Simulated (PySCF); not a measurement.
C6H2F2O.
Geometry (PBE0-D3(BJ)/def2-SVP, Å), atoms numbered from 1 in this order:
```
atom  x, y, z in Å
O1     2.4808   -0.7848   -1.5056
C2     2.7873   -0.4451   -0.3954
C3     1.8252    0.0074    0.6420
F4     2.4105    0.3326    1.7945
C5     0.5156    0.0911    0.4664
C6    -0.7345    0.1395    0.2097
C7    -1.9903    0.1942   -0.0390
C8    -3.2715    0.3127   -0.3203
F9    -4.1491   -0.6590   -0.1326
H10    3.8450   -0.4358   -0.0304
H11   -3.7176    1.2242   -0.7335
```

Computed, not measured: PBE0-D3(BJ)/def2-SVP geometry optimisation, gas phase (PySCF).

Take the most abundant isotopes and a rigid rotor. The values belong to one conformer with, in the numbering `[O:1]=[CH:2][C:3]([F:4])=[C:5]=[C:6]=[C:7]=[CH:8][F:9]`, O1–C2–C3–F4 180°.

(1) Give the principal moments of inertia and the rotational constants in MHz.

(2) Classify the top.

(3) Is it planar, by Δ = Ic − Ia − Ib?

(4) Where do the levels up to J = 2 lie, in MHz?

(5) Which types of transition are allowed, and where do some lines up to J = 5 fall?

Results:

(1) Ia = 129.35, Ib = 898.72, Ic = 1004.27 u·Å²; 505379 MHz·u·Å²/I gives A = 3907, B = 562.3, C = 503.2 MHz.

(2) A near-prolate asymmetric top: κ = (2 × 562.3 − 3907 − 503.2)/(3907 − 503.2) = -0.97.

(3) Not planar: Δ = Ic − Ia − Ib = -23.80 u·Å². For a rigid frame Δ = −2 Σ m c², so Σ m c² = 11.90 u·Å² lies off the ab plane: 2.17 from hydrogen and 9.73 from heavier atoms. The atom farthest from that plane is 1.46 Å away.

(4) Above 0(0,0):
J = 1: 1(0,1) 1066, 1(1,1) 4410, 1(1,0) 4469
J = 2: 2(0,2) 3196, 2(1,2) 6482, 2(1,1) 6660, 2(2,1) 16693, 2(2,0) 16694
Those of J = 1 are B + C, A + C and A + B.

(5) The dipole components are |μa| = 0.84 D, |μb| = 1.14 D, |μc| = 1.16 D. The squared components, which scale the intensities, stand as 0.53 : 0.97 : 1.00 (a : b : c). Some lines, for components of 0.1 D or more:

```tsv
type	branch	J(Ka,Kc)	MHz	lower level (cm⁻¹)
a	Q	3(1,2) ← 3(1,3)	355	0.320
a	Q	4(1,3) ← 4(1,4)	591	0.458
a	R	2(1,2) ← 1(1,1)	2072	0.147
a	R	3(1,3) ← 2(1,2)	3108	0.216
b	Q	3(1,2) ← 3(0,3)	3555	0.213
a	R	4(1,4) ← 3(1,3)	4143	0.320
a	R	4(2,3) ← 3(2,2)	4262	0.663
a	R	5(2,3) ← 4(2,2)	5342	0.806
b	Q	4(2,2) ← 4(1,3)	9840	0.478
b	R	4(2,3) ← 3(1,2)	14207	0.332
b	Q	4(3,1) ← 4(2,2)	16862	0.806
b	R	3(3,1) ← 2(2,0)	20067	0.557
b	Q	5(4,1) ← 5(3,2)	23617	1.546
c	Q	4(4,1) ← 4(3,1)	23618	1.368
c	Q	5(5,1) ← 5(4,1)	30366	2.334
c	R	5(5,1) ← 4(4,1)	35696	2.156
```

Not checked by PBE0-D3(BJ)/def2-SVP frequencies. No vibrational averaging or centrifugal distortion is included, and the geometry carries the error of its method.

On one thread of an Intel Xeon Platinum 8488C, on a shared host, this took 79 s of wall time and 0.69 GiB of memory at its peak. That covers the optimisation of the geometry.
